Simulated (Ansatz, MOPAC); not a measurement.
Species: GeBr, net charge 1, singlet state. SMILES of the parent species: [Ge][Br]

Atoms: Ge1, Br2. Bonds: Ge1-Br2.

Bond lengths (Å) and angles (degrees) optimised at AM1 with MOPAC; HF/3-21G with Ansatz (a first-principles code); HF/LANL2DZ with Ansatz; PBE/LANL2DZ with Ansatz, each started from the B3LYP-D3(BJ)/def2-TZVP structure (Ansatz) of the last column. A row stands for all coordinates that are equal there.

```json
[
 {"coordinate": "Ge1-Br2", "AM1": "2.170", "HF/3-21G": "2.298", "HF/LANL2DZ": "2.315", "PBE/LANL2DZ": "2.345", "B3LYP-D3(BJ)/def2-TZVP": "2.223"}
]
```

Mean signed difference of all 1 bond lengths from B3LYP-D3(BJ)/def2-TZVP: AM1 -0.053 Å, HF/3-21G 0.075 Å, HF/LANL2DZ 0.092 Å, PBE/LANL2DZ 0.122 Å.
